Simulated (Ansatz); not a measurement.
Species: RhB, charge 0, multiplicity 1. 
Geometry from a B3LYP-D3(BJ)/def2-TZVP (Ansatz, a program for electronic structure) optimisation:
```
Rh
B 1 1.6824
```
Charge 0, spin multiplicity 1.

Basis-set convergence of Hartree-Fock and MP2 correlation energies (hartree) with Ansatz. Cores are frozen in the correlated levels unless marked. No spin-orbit coupling. The frozen core is the preceding noble-gas configuration, with the filled d and f shells of earlier blocks. Past Kr the def2 sets carry scalar-relativistic core potentials.

The Hartree-Fock reference is unstable (checked in the largest basis), which strains HF and MP2. The T1 diagnostic of CCSD in the largest basis is 0.031, which is high, so the coupled-cluster rows are less sure than usual.

```json
[
 {"basis": "def2-SVP", "functions": "45", "E(HF)": "-134.24279", "E(corr, MP2)": "-0.37018"},
 {"basis": "def2-TZVPP", "functions": "87", "E(HF)": "-134.30409", "E(corr, MP2)": "-0.49748"},
 {"basis": "def2-QZVPP", "functions": "145", "E(HF)": "-134.30710", "E(corr, MP2)": "-0.52733"}
]
```

Extrapolating the two largest sets (X = 3 and 4) as X^-3: E(corr) = (64·(-0.52733) - 27·(-0.49748))/37 = -0.5491 Eh, an estimate of the basis-set limit. The largest set recovers 96.0 % of it, the smallest 67.4 %.
